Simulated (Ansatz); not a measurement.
Ga(Br)2(NH2) (Br2GaH2N), SMILES [NH2][Ga]([Br])[Br]. Atoms are numbered in the order given.

```xyz
6

Ga    -0.0071     0.5681     0.0000
Br     0.0072    -0.5677     1.9702
Br     0.0072    -0.5677    -1.9702
N     -0.0302     2.3589     0.0000
H     -0.0362     2.9159    -0.8470
H     -0.0362     2.9159     0.8470
```
Charge 0, spin multiplicity 1.

The structure is a stationary point at r2SCAN-D4/def2-SVP. The structure was generated by enumeration; whether it is a known compound was not checked. Other conformers were not sampled.

Two levels are set side by side: PBE-D3(BJ)/def2-SVP (Ansatz, a first-principles code) and r2SCAN-D4/def2-SVP (Ansatz). Each level has its own optimised geometry; the coordinates shown are those of the second. Differences are taken from unrounded values.

```tsv
quantity	r2SCAN-D4	PBE-D3(BJ)	PBE-D3(BJ) minus r2SCAN-D4
mean bond length (Å)	1.673	1.686	0.013
bond Ga1–Br2 (Å)	2.274	2.293	0.019
bond Ga1–Br3 (Å)	2.274	2.293	0.019
bond Ga1–N4 (Å)	1.791	1.806	0.015
bond N4–H5 (Å)	1.014	1.020	0.007
bond N4–H6 (Å)	1.014	1.020	0.007
```

On these quantities the two levels nearly agree.
